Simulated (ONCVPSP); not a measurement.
## Au: ONCV pseudisation with PBE, fully relativistic reference atom.

ONCVPSP 4.0.1 input, shortened (lines: element, Z, core and valence counts, functional; n l f; lmax; l rc ep ncon nbas qcut; lloc lpopt rc5 dvloc0; l nproj debl; icmod fcfact rcfact), PBE, fully relativistic:

```
  Au 79.00   10    4        4      upf
    1    0    2.00
    2    0    2.00
    2    1    6.00
    3    0    2.00
    3    1    6.00
    3    2   10.00
    4    0    2.00
    4    1    6.00
    4    2   10.00
    4    3   14.00
    5    0    2.00
    5    1    6.00
    5    2   10.00
    6    0    0.50
    2
    0    1.45    0.00    4    9    7.00
    1    1.80    0.00    3    6    8.90
    2    1.95    0.00    5   10    7.60
    4    5    1.40    2.00
    0    2    1.50
    1    2    2.80
    2    3    0.40
    0    0.00    0.00
```

Open shells are filled in proportion to 2j + 1.

All-electron outer shells of the reference configuration (PBE, scalar-relativistic, ld1.x):

| shell | level (eV) | outermost node (bohr) | outermost maximum (bohr) |
| --- | --- | --- | --- |
| 5s | -112.47 | 0.48 | 0.84 |
| 4f | -85.19 | – | 0.37 |
| 5p | -63.91 | 0.52 | 0.96 |
| 5d | -10.96 | 0.56 | 1.21 |
| 6s | -9.38 | 1.11 | 2.27 |

(1) Estimate the cutoffs (Ha) at which the residual kinetic energy of the hardest occupied pseudo-wave falls to 1 and 0.1 mHa per electron.

(2) Does the potential have ghost states?

(3) Tests: 5s2 5p6 5d10 6s1; 5s2 5p6 5d10 6s0; 5s2 5p6 5d9 6s0; 5s2 5p6 5d9 6s1 6p1. Which has the largest error in its energy relative to the reference configuration, and how large is it?

Results:

(1) 22 Ha and 47 Ha.

(2) No bound ghost flagged; no localised positive-energy state flagged.

(3) 5s2 5p6 5d9 6s1 6p1, with -2.2 meV (all-electron minus pseudo) on +3.67 eV.
